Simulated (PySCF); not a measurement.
**Checking a proposed structure**

A compound C$_{3}$H$_{5}$FN$_{2}$Si gives the data below (simulated from a calculation) and was assigned the structure `F[SiH2]n1ccnc1`.

$^{13}$C{$^{1}$H} NMR (computed): δ 139.1 (CH), 138.2 (C), 129.8 (CH).

$^{1}$H NMR (300 MHz, computed): δ 8.66 (br s, 1H), 7.58 (m, 1H), 7.45 (m, 1H), 5.66 (m, 2H).

Fast rotation and ring inversion assumed for equivalent nuclei, no solvent model, a single conformation, no relativistic terms. Coordinates at the GFN2-xTB level; shieldings: GIAO PBE0/pcSseg-1; PySCF 2.14.0 with density-fitted response routines.

Shifts are taken against calculated references (same method and geometry level): $^{1}$H and $^{13}$C against TMS.

Problem. Compare with the shifts computed for the proposed structure, pairing carbons in order of shift.

Solution. Numbering as in the mapped SMILES `[F:1][SiH2:2][n:3]1[cH:4][cH:5][n:6][cH:7]1`; H(Xn) means a hydrogen on atom n.

| atom | computed for proposal | given list | difference |
| --- | --- | --- | --- |
| C7 | 141.6 | 139.1 | +2.5 |
| C5 | 139.2 | 138.2 | +1.0 |
| C4 | 117.6 | 129.8 | -12.2 |

The rms difference is 7.2 ppm and the largest -12.2 ppm at C4 (aromatic CH next to a ring nitrogen). The carbon types in order of shift don't match either: CH, CH, CH for the proposal against CH, C, CH in the data. The proposal doesn't fit.

Problem. Which isomer fits?

Solution. `F[SiH2]c1c[nH]cn1`.

1. Carbon types of the structure: 1 × C, 2 × CH, leaving 3 H on heteroatoms.
2. δC 139.1: aromatic CH between two ring heteroatoms.
3. δC 138.2: substituted aromatic carbon next to a ring nitrogen.
4. δC 129.8: aromatic CH next to a ring nitrogen.
5. δH 8.66: hydrogen on a pyrrole-type ring nitrogen; exchangeable; this is the value without hydrogen bonding to other molecules.

The data come from this structure; uniqueness wasn't tested.

Exchangeable OH/NH protons stand at their gas-phase positions; hydrogen bonding in a real sample shifts them, mostly to higher δ. Splittings by $^{19}$F in the carbon and heteronuclear signals aren't shown, as no couplings were computed. Shifts are as computed. Against solution values, carbons near 30 ppm lie about +3 ppm off and those near 130 ppm about +5 ppm. Of 1211 compounds with measured shifts, 218 miss one by over three times the rms of a fit or turn the order of signals round; such compounds aren't used in these exercises. No couplings were computed; multiplicities are counted from neighbouring protons, with m where these are inequivalent, close in shift, in a saturated or five-membered ring or joined by F or P, and br s for small geminal =CH2 splittings.
